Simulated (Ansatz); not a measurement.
Calculated with Ansatz (gas phase, PBE0-D4/def2-TZVP geometries, no zero-point term in ΔE). CCSD(T)/CBS adds triple-zeta CCSD(T) − MP2 to the extrapolated MP2 energy (def2 sets, frozen cores). This one scheme is used for every species. Functionals use def2-TZVPP.

2 `BN` → `[BH2-]1[NH2+][BH2-][NH2+]1`  (dimerisation)

Problem. Is it downhill or uphill in electronic energy at CCSD(T)/CBS, and by how much? (An estimate is asked.)

Solution. Computed: Downhill: ΔE = -80.5 kJ/mol.

Problem. What do these levels give: PBE-D4, PBE0-D4, ωB97M-V, PBE, BLYP, r2SCAN, r2SCANh, RPA@PBE/def2-TZVPP, HF/def2-SVP, CCSD(T)/def2-SVP, CCSD/def2-TZVPP, MP2/CBS(def2)? (An estimate is asked.)

Solution. Computed: PBE-D4 -89.2, PBE0-D4 -97.4, ωB97M-V -81.6, PBE -79.1, BLYP -29.2, r2SCAN -82.2, r2SCANh -85.0, RPA@PBE/def2-TZVPP -78.1, HF/def2-SVP -42.9, CCSD(T)/def2-SVP -95.7, CCSD/def2-TZVPP -77.6, MP2/CBS(def2) -87.4 kJ/mol.

Largest T1 diagnostic among the species: 0.012.

From r2SCAN to r2SCAN0 (25 % exact exchange), in def2-TZVPP and without D4, ΔE moves by −7.1 kJ/mol. At CCSD(T), def2-SVP lies −15.2 kJ/mol from the extrapolated value and def2-TZVPP −2.8 kJ/mol. In def2-TZVPP, CCSD(T) changes the Hartree–Fock value by −62.9 kJ/mol (the triples alone add −5.7 kJ/mol) and MP2 by −69.8 kJ/mol.
